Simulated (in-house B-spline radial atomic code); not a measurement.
Cl⁶⁺. Computed with a B-spline radial atomic code. Model: all-electron spherical atom, spin shells full or empty, radial basis limit, no spin-orbit coupling, Breit or QED, empty-state partial waves extrapolated as (l+1/2)^-4, RPA, G0W0 and static COHSEX of the highest shell as one setting changes (uncorrelated shells keep exact exchange).

Empty levels are discrete states of a finite basis, so the steps are uneven.

Given: element Cl; charge 6; filled core Ne; hamiltonian non-relativistic; mean-field start PBE0; highest l of empty states 9; lowest nl shells left uncorrelated 0; highest mean-field shell 3s up; box radius 9.29 bohr.

Shell: 3s 1 0 (electrons up and down).

```
highest empty level kept (hartree)  RPA correlation energy (hartree)  G0W0 level (eV)  G0W0 minus most complete (meV)  COHSEX level (eV)  linearised minus solved G0W0 (meV)
                             16.33                          -0.25814          -114.86                           179.2            -116.35                                18.9
                             32.67                          -0.35727          -114.92                           124.9             -116.5                                19.1
                             57.17                          -0.44511          -114.96                            82.9            -116.63                                19.4
                                98                          -0.50776          -114.99                            49.2            -116.73                                19.6
                            163.33                          -0.55268          -115.01                            29.6            -116.79                                19.7
                               294                                 ?                ?                               ?                  ?                                   ?
                               490                          -0.61648          -115.03                            10.3            -116.85                                19.8
                               980                          -0.64046          -115.04                             3.7            -116.87                                19.8
                              1960                          -0.64811          -115.04                             1.6            -116.87                                19.8
                            4083.3                          -0.65258          -115.04                             0.5            -116.88                                19.8
                              9800                                 ?                ?                               ?                  ?                                   ?
                             32667                          -0.65436          -115.04                               0            -116.88                                19.8
```

**Question.** What follows for highest empty level kept = 9800?

**Answer.** RPA correlation energy -0.65403 hartree; G0W0 level -115.04 eV; G0W0 minus most complete 0.1 meV; COHSEX level -116.88 eV; linearised minus solved G0W0 19.8 meV.

**Question.** What follows for highest empty level kept = 294?

**Answer.** RPA correlation energy -0.58934 hartree; G0W0 level -115.02 eV; G0W0 minus most complete 17.8 meV; COHSEX level -116.83 eV; linearised minus solved G0W0 19.7 meV.
